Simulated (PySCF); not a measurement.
C5H4F4O2.
Atom-mapped SMILES: `[F:1][CH:2]([F:3])[O:4][C:5]1([O:6][CH:7]([F:8])[F:9])[CH:10]=[CH:11]1` (hydrogens: H12 on C2; H13 on C7; H14 on C10; H15 on C11)

The same species was optimised twice, with GFN2-xTB and with PBE0-D3(BJ)/def2-SVP (PySCF), and the same property calculations (PySCF, gas phase) were run on both structures.

| coordinate | GFN2-xTB | PBE0-D3(BJ)/def2-SVP | change |
| --- | --- | --- | --- |
| C5–C11 (Å) | 1.478 | 1.459 | -0.019 |
| C5–C10 (Å) | 1.478 | 1.459 | -0.019 |
| C7–F8 (Å) | 1.356 | 1.349 | -0.007 |
| O4–C5 (Å) | 1.410 | 1.403 | -0.007 |
| C5–O6 (Å) | 1.410 | 1.403 | -0.007 |
| C2–F3 (Å) | 1.356 | 1.350 | -0.006 |
| F1–C2 (Å) | 1.335 | 1.330 | -0.005 |
| C7–F9 (Å) | 1.335 | 1.330 | -0.005 |
| C2–O4 (Å) | 1.362 | 1.364 | +0.002 |
| O6–C7 (Å) | 1.362 | 1.363 | +0.001 |
| C10=C11 (Å) | 1.309 | 1.308 | -0.001 |
| F8–C7–F9 (°) | 106.5 | 108.0 | +1.5 |
| F1–C2–F3 (°) | 106.6 | 108.1 | +1.5 |
| O4–C5–O6 (°) | 110.7 | 109.6 | -1.1 |
| F1–C2–O4 (°) | 108.3 | 107.2 | -1.1 |
| O6–C7–F9 (°) | 108.3 | 107.3 | -1.0 |
| O6–C7–F8 (°) | 111.0 | 110.1 | -0.9 |
| F3–C2–O4 (°) | 111.0 | 110.2 | -0.8 |
| C10–C5–C11 (°) | 52.6 | 53.3 | +0.7 |
| F1–C2–O4–C5 (°) | -166 | -167 | -1 |
| C2–O4–C5–O6 (°) | 75 | 72 | -3 |
| O4–C5–O6–C7 (°) | 73 | 73 | 0 |
| C5–O6–C7–F8 (°) | 78 | 77 | -1 |

Rotational constants: A = 1764, B = 718.0, C = 568.7 MHz (GFN2-xTB) against A = 1741, B = 742.8, C = 584.8 MHz (PBE0-D3(BJ)/def2-SVP).

On the GFN2-xTB structure: HOMO (eV) -8.82 [PBE0/pcSseg-1]; LUMO (eV) -0.87 [PBE0/pcSseg-1]; dipole (D) 2.03 [PBE0/pcSseg-1]; GIAO shielding of F1/F3/F8/F9 (mean) (ppm) 274.1 [PBE0/pcSseg-1]; GIAO shielding of C2/C7 (mean) (ppm) 63.3 [PBE0/pcSseg-1]; GIAO shielding of O4/O6 (mean) (ppm) 166.9 [PBE0/pcSseg-1]; GIAO shielding of C5 (ppm) 107.0 [PBE0/pcSseg-1]; GIAO shielding of C10/C11 (mean) (ppm) 54.9 [PBE0/pcSseg-1].

Q: What do these properties become on the PBE0-D3(BJ)/def2-SVP structure?

A: 
| property | level | on GFN2-xTB | on PBE0-D3(BJ)/def2-SVP | change |
| --- | --- | --- | --- | --- |
| HOMO (eV) | PBE0/pcSseg-1 | -8.82 | -8.78 | +0.04 |
| LUMO (eV) | PBE0/pcSseg-1 | -0.87 | -0.80 | +0.07 |
| dipole (D) | PBE0/pcSseg-1 | 2.03 | 1.97 | -0.06 |
| energy, GFN2-xTB geometry as zero (kcal/mol) | PBE0/pcSseg-1 | 0.0 | -1.0 | -1.0 |
| GIAO shielding of F1/F3/F8/F9 (mean) (ppm) | PBE0/pcSseg-1 | 274.1 | 277.3 | +3.2 |
| GIAO shielding of C2/C7 (mean) (ppm) | PBE0/pcSseg-1 | 63.3 | 64.5 | +1.2 |
| GIAO shielding of O4/O6 (mean) (ppm) | PBE0/pcSseg-1 | 166.9 | 167.2 | +0.3 |
| GIAO shielding of C5 (ppm) | PBE0/pcSseg-1 | 107.0 | 107.7 | +0.7 |
| GIAO shielding of C10/C11 (mean) (ppm) | PBE0/pcSseg-1 | 54.9 | 54.7 | -0.2 |

The heavy atoms differ by 0.046 Å rms after alignment. Among bonds between heavy atoms C5–C10 and C5–C11 change most and about equally (-0.019 Å). Changes are differences of the printed values. Neither structure is proved a minimum here.

Conformer computed: `[F:1][CH:2]([F:3])[O:4][C:5]1([O:6][CH:7]([F:8])[F:9])[CH:10]=[CH:11]1`: F1–C2–O4–C5 -167°, C2–O4–C5–O6 72°, O4–C5–O6–C7 73°, C5–O6–C7–F8 77°.
